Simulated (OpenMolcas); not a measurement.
Computed levels of 4d3 in ions with 39 electrons, in cm-1 above 4F 3/2.

| Property | Result |
| --- | --- |
| Program | OpenMolcas 26.06 |
| Method | CASSCF |
| Basis | ANO-RCC-VQZP |
| Scalar Hamiltonian | DKH2, point nucleus |
| Spin-orbit coupling | state interaction with AMFI integrals over the reference wave functions, term energies averaged over their components |

Active space for each ion: 3 electrons in 10 orbitals (4d 5d).

```
 Level   Nb2+   Mo3+   Tc4+   Rh6+   Pd7+
4F 5/2    504    740   1010   1753   2245
4F 7/2   1164   1695   2292   3886   4913
4F 9/2   1948   2806   3755   6215   7753
4P 1/2  11104  13032  14783  18128  19817
4P 3/2  11216  13137  14856  18003  19509
2G 7/2  11802  14083  16190  20340  22511
4P 5/2  11931  14228  16397  20865  23277
2G 9/2  12363  14812  17065  21438  23675
2P 1/2  15457  18393  21109  26506  29356
```

Estimate 4F 9/2, 4P 1/2, 4P 3/2 for Ru5+ from its neighbours Tc4+ and Rh6+.

4F 9/2 is fine structure, which grows about as the fourth power of a screened charge, so the fourth roots are averaged: ((3755^0.25 + 6215^0.25) / 2)^4 = 4869. The calculation gives 4905, so the estimate is off by -0.7 %.
4P 1/2 is another term, which grows about linearly with the charge: (14783 + 18128) / 2 = 16456. The calculation gives 16472, so the estimate is off by -0.1 %.
4P 3/2 is another term, which grows about linearly with the charge: (14856 + 18003) / 2 = 16430. The calculation gives 16471, so the estimate is off by -0.2 %.

Mixed levels, with the weight of the term that names them: Rh6+ 2G 9/2 (69 %), Pd7+ 2G 9/2 (63 %).

Without dynamic correlation excited terms often stand tens of per cent too high (terms of higher spin than the ground term too low), and those without a measured partner can miss by more than the paired ones. Active for correlation alone: 5d; no level in the range computed is led by a configuration that fills it, so any true level of that kind is missing. Levels of configurations outside the active space are missing.
